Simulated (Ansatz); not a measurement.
System: SnO, charge 1, doublet. SnO+ (parent SMILES [O]=[Sn], doublet).
B3LYP-D3(BJ)/def2-TZVP minimum from Ansatz (a first-principles code):
```xyz
2

Sn     0.0000     0.0000    -0.2742
O      0.0000     0.0000     1.7136
```
Charge +1, spin multiplicity 2.

Total energies in def2-QZVPP, 9 correlated electrons, 10 frozen orbitals. Open shells are spin-unrestricted; no spin-orbit coupling. Correlated methods leave the cores frozen (noble-gas shells, and filled d and f shells in the p block). Past Kr the def2 sets carry scalar-relativistic core potentials. Spin-orbit terms, left out, reach several kcal/mol for Br and I, and more for heavier atoms. The spin of OSn+ (parent SMILES [O]=[Sn], doublet) was assumed, and the state is the lowest solution found for it.

| method | program | energy (Eh) | minus CCSDT(Q) (mEh) |
|---|---|---|---|
| HF | Ansatz | -287.95647 | 291.24 |
| MP2 | Ansatz | -288.21942 | 28.29 |
| CCSD | Ansatz | -288.23482 | 12.89 |
| CCSD(T) | Ansatz | -288.24607 | 1.64 |
| CCSDT(Q) | Ansatz | -288.24771 | 0.00 |

Rough core times of Ansatz's runs on a shared machine: CCSD(T) 3 min, CCSDT(Q) 40 min.
